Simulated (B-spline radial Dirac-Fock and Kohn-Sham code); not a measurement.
Calculated with an atomic code on a B-spline grid, using Dirac-Fock (average of configuration) total-energy differences with a finite nucleus, the Breit interaction including its frequency dependence, and self-energy and vacuum-polarisation corrections. No correlation.

Q: Identify the element and charge state from the binding energies below (tabulated ground configuration; the least bound level is included).

```csv
level,binding energy (eV)
3p1/2,1285.9
3p3/2,1197.5
3d3/2,912.5
3d5/2,894.1
5p1/2,29.44
4f,10.05
6s,4.76
```

A: Ce: Z = 58 with 58 electrons, [Xe] 4f1 5d1 6s2.
